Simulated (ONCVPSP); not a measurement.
Varying the ONCV potential for sulfur

Base potential:

sulfur (S), optimised norm-conserving Vanderbilt (ONCV), made with ONCVPSP 4.0.1 (PBE, scalar-relativistic). Core [He], reference 2s2 2p6 3s2 3p4. Waves: 2s+3s: rc 0.75 bohr, ncon 4, nbas 7, qcut 20.5 1/bohr, 2 projectors; 2p+3p: rc 0.80 bohr, ncon 4, nbas 7, qcut 17.3 1/bohr, 2 projectors; d scattering state at 0.29 Ha: rc 0.65 bohr, ncon 4, nbas 8, qcut 16 1/bohr, 2 projectors, debl 2.4 Ha. Local part: polynomial inside 0.40 bohr (lpopt 5, dvloc0 3 Ha). Core correction: Teter function, fcfact 3.5, rcfact 1.45.

Cutoffs, loose and tight: the cutoffs (Ha) at which the residual kinetic energy of the hardest occupied pseudo-wave falls to 1 and 0.1 mHa per electron. They do not see the model core or the augmentation charge, which bear on the density cutoff. Test errors are all-electron minus pseudo excitation energies from the reference, over the configurations 2s2 2p6 3s2 3p3; 2s2 2p6 3s2 3p2; 2s2 2p6 3s2 3p1; 2s1 2p6 3s2 3p4. A dash means not determined; rows that change the core or the reference have their own tests.

| change | outcome | cutoff, loose | cutoff, tight | bound ghosts | GHOST(+) flags above zero | largest test error (meV) |
| --- | --- | --- | --- | --- | --- | --- |
| base | generated | 125 Ha | 147 Ha | none | none | -378 |
| all radii but the core radius scaled by about 0.80 (s 0.60, p 0.64, d 0.52 bohr); local potential polynomial inside 0.32 bohr (lpopt 5, dvloc0 3 Ha) | generated | 197 Ha | 363 Ha | none | d | -174 |
| all radii but the core radius scaled by about 0.85 (s 0.64, p 0.68, d 0.56 bohr); local potential polynomial inside 0.34 bohr (lpopt 5, dvloc0 3 Ha) | generated | 145 Ha | 304 Ha | none | d | -228 |
| all radii but the core radius scaled by about 0.92 (s 0.68, p 0.74, d 0.60 bohr); local potential polynomial inside 0.36 bohr (lpopt 5, dvloc0 3 Ha) | generated | 133 Ha | 154 Ha | none | none | -299 |
| all radii but the core radius scaled by about 1.05 (s 0.80, p 0.84, d 0.68 bohr); local potential polynomial inside 0.42 bohr (lpopt 5, dvloc0 3 Ha) | generated | 120 Ha | 142 Ha | none | none | -430 |
| all radii but the core radius scaled by about 1.13 (s 0.84, p 0.90, d 0.74 bohr); local potential polynomial inside 0.44 bohr (lpopt 5, dvloc0 3 Ha) | generated | 113 Ha | 128 Ha | none | none | -536 |
| all radii but the core radius scaled by about 1.18 (s 0.88, p 0.94, d 0.78 bohr); local potential polynomial inside 0.48 bohr (lpopt 5, dvloc0 3 Ha) | generated | 109 Ha | 123 Ha | none | none | -702 |
| all radii but the core radius scaled by about 1.25 (s 0.94, p 1.00, d 0.82 bohr); local potential polynomial inside 0.50 bohr (lpopt 5, dvloc0 3 Ha) | generated | 102 Ha | 115 Ha | none | none | -610 |

**Question.** What comes out with this change to the base: all radii but the core radius scaled by about 1.31 (s 0.98, p 1.04, d 0.86 bohr); local potential polynomial inside 0.52 bohr (lpopt 5, dvloc0 3 Ha)?

**Answer.** outcome: generated; cutoff, loose: 97 Ha; cutoff, tight: 111 Ha; bound ghosts: none; GHOST(+) flags above zero: none; largest test error (meV): -732.

Reading the sweep of the scale of all radii but the core radius (base = 1) (base included, trends over the rows without a ghost): The loose cutoff falls from 197 Ha at 0.8 to 97 Ha at 1.31. A larger radius leaves more room for a smooth pseudo-wave, so fewer plane waves are needed; a smaller one forces it to follow the all-electron wave where it bends sharply. The median size of the test errors (rows with all tests solved) stays near 6.5 meV.
